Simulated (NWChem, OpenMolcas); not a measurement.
C2HCl2Si (SMILES C#C[Si](Cl)Cl): the dipole moment, rung by rung

C2HCl2Si: 6 atoms, total charge 0, spin state doublet. SMILES: `C#C[Si](Cl)Cl`. The coordinates come from a PBE0-D4/def2-TZVP relaxation.

Each level gives the dipole moment (D). The values are calculated.

```json
{"level": "UHF/cc-pVDZ", "kind": "Hartree–Fock", "program": "OpenMolcas", "value (D)": "2.37", "CPU time": "11 s"}
{"level": "U-revPBE/cc-pVDZ", "kind": "GGA", "program": "OpenMolcas", "value (D)": "1.77", "CPU time": "35 s"}
{"level": "UBLYP/cc-pVDZ", "kind": "GGA", "program": "OpenMolcas", "value (D)": "1.71", "CPU time": "37 s"}
{"level": "UPBE/cc-pVDZ", "kind": "GGA", "program": "OpenMolcas", "value (D)": "1.76", "CPU time": "36 s"}
{"level": "UTPSS/cc-pVDZ", "kind": "meta-GGA", "program": "OpenMolcas", "value (D)": "1.87", "CPU time": "49 s"}
{"level": "UB3LYP/cc-pVDZ", "kind": "global hybrid", "program": "NWChem", "value (D)": "1.89", "CPU time": "2.6 min"}
{"level": "UBHLYP/cc-pVDZ", "kind": "global hybrid", "program": "OpenMolcas", "value (D)": "2.09", "CPU time": "36 s"}
{"level": "UM06-2X/cc-pVDZ", "kind": "hybrid meta-GGA", "program": "NWChem", "value (D)": "2.01", "CPU time": "2.7 min"}
```

The values span 1.71 to 2.37 D. Magnitudes only. CPU times are rough (shared hosts, several kinds of processor): they show what a rung costs within a factor of a few.
